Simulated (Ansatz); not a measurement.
Mulliken charges of `O[C]1(S)[NH][GeH2]1` from B3LYP/def2-TZVPP in Ansatz (PBE0-D4/def2-TZVP geometry).

```csv
atom,x (Å),y (Å),z (Å),charge (e)
O1,-1.328,-0.089,0.869,-0.309
C2,-0.294,0.279,0.025,0.173
S3,-0.256,2.037,-0.361,-0.148
N4,-0.097,-0.501,-1.182,-0.355
Ge5,1.284,-0.843,0.061,0.194
H6,-2.115,0.399,0.590,0.175
H7,-0.140,2.452,0.912,0.099
H8,-0.812,-1.216,-1.270,0.131
H9,2.652,-0.396,-0.440,0.021
H10,1.190,-2.174,0.800,0.019
```

Problem. By hand: the dipole of these point charges (1 e Å = 4.8032 D).

Solution. Σ q r = (0.269, -0.108, 0.254) e Å, of length 0.385 e Å = 1.85 D.

Problem. How does the dipole of the full density compare? (An estimate is asked.)

Solution. The calculation gave: (0.000, -0.169, 0.230) e Å, 1.37 D; the point charges give 1.35 times that, at 46° from its direction.

Point charges leave out the atoms' own dipoles, such as those of lone pairs, and Mulliken's split depends on the basis, so the two needn't agree.

B3LYP here is the variant with VWN-RPA as its local correlation; programs differ in this.
